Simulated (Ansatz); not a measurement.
Cost and result for the atomization energy of CH4FNO2Si (`NC1(F)O[SiH2]O1`) (10 atoms, 10 bonds).

| atom | x (Å) | y (Å) | z (Å) |
| --- | --- | --- | --- |
| N1 | 0.699 | 0.265 | 1.584 |
| C2 | -0.233 | -0.134 | 0.623 |
| F3 | -1.350 | -0.532 | 1.273 |
| O4 | 0.251 | -1.153 | -0.210 |
| Si5 | -0.202 | -0.242 | -1.538 |
| O6 | -0.628 | 0.844 | -0.352 |
| H7 | 1.545 | 0.613 | 1.157 |
| H8 | 0.304 | 0.954 | 2.209 |
| H9 | -1.308 | -0.799 | -2.346 |
| H10 | 0.923 | 0.184 | -2.401 |

The species carries charge 0 and has multiplicity 1. Geometry: relaxed with PBE0-D4/def2-TZVP. It is one conformer, not always the lowest. Program: Ansatz. All runs use 4 threads of an Arm Neoverse V1 on a shared host. Times are those of one run each, without the atoms' runs, and a repeat can differ threefold. Electronic energies, without spin–orbit coupling; frozen cores. CCSD(T)/CBS adds CCSD(T) − MP2 in def2-TZVPP to the MP2 limit, and its time is that of the two runs behind it. T1 = 0.012. B3LYP takes the VWN-RPA correlation (the form of Gaussian; ORCA's B3LYP/G).

CCSD(T)/CBS is a level of theory with its own doubt, some kJ/mol a heavy atom from the limit and from the frozen cores, so smaller differences don't rank the functionals.

| level | functions | wall time | atomization (kcal/mol) | difference from CCSD(T)/CBS | per bond |
| --- | --- | --- | --- | --- | --- |
| PBE-D4/def2-TZVPP (with forces) | 253 | 3 s | 961.3 | 26.4 | 2.6 |
| PBE0-D4/def2-TZVPP | 253 | 3.6 s | 931.4 | -3.5 | -0.3 |
| B3LYP-D4/def2-TZVPP (with forces) | 253 | 5.5 s | 928.4 | -6.5 | -0.7 |
| r2SCAN-D4/def2-TZVPP (with forces) | 253 | 6.5 s | 935.6 | 0.7 | 0.1 |
| B2PLYP/def2-TZVPP | 253 | 7 s | 921.2 | -13.7 | -1.4 |
| ωB97X-V/def2-TZVPP | 253 | 9 s | 940.6 | 5.7 | 0.6 |
| ωB97M-V/def2-TZVPP (with forces) | 253 | 14 s | 939.4 | 4.5 | 0.5 |
| MP2/def2-QZVPP | 475 | 30 s | 953.3 | 18.4 | 1.8 |
| CCSD(T)/def2-TZVPP | 253 | 4.7 min | 903.4 | -31.5 | -3.1 |
| CCSD(T)/CBS(def2) | – | 5.1 min | 934.9 | 0.0 | 0.0 |

The D4 term adds +8.1 kcal/mol with B3LYP and +4.2 kcal/mol with PBE0; it sums over pairs of atoms, weighted by their polarisabilities, and B3LYP, whose exchange is more repulsive, gets the larger term. In def2-TZVPP, CCSD(T) changes the Hartree–Fock value by +281.2 kcal/mol (the triples alone add +18.9 kcal/mol) and MP2 by +312.2 kcal/mol; breaking electron pairs costs correlation energy, which Hartree–Fock lacks. From PBE to PBE0 (25 % exact exchange), in def2-TZVPP and without D4, the atomization energy moves by −29.1 kcal/mol: exact exchange takes away binding that semilocal exchange gives to molecules.
